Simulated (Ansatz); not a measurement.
Here is a job for Ansatz (a program for electronic structure).
Ansatz 0.2 input:
```yaml
crystal:
  periodic: [false, false, false]
  atoms:
    - {symbol: O, position_ang: [-0.59065691, -0.01900468, 0.25930853]}
    - {symbol: O, position_ang: [0.59065691, 0.01900468, -0.25930853]}
    - {symbol: H, position_ang: [-1.28947104, -0.03417302, -0.46351846]}
    - {symbol: H, position_ang: [1.28947104, 0.03417302, 0.46351846]}
basis:
  gaussian:
    orbitals: cc-pVTZ
total_charge: 1
magnetization: {spin_polarized: true, initial_magnetization: 1}
correlation: {method: ccsd_t}
```

### Question
What is the computed MP2 correlation energy (CCSD(T)/cc-pVTZ (Ansatz))?

### Answer
-0.4654 Eh

### Question
Give the T1 diagnostic at the level CCSD(T)/cc-pVTZ.

### Answer
0.013

### Question
What is the computed total energy (CCSD(T)/cc-pVTZ)?

### Answer
-150.9727 Eh

### Question
What is the computed number of basis functions (CCSD(T)/cc-pVTZ)?

### Answer
88

### Question
What is the computed coupled-cluster correlation energy (without the perturbative part) (CCSD(T)/cc-pVTZ)?

### Answer
-0.4731 Eh
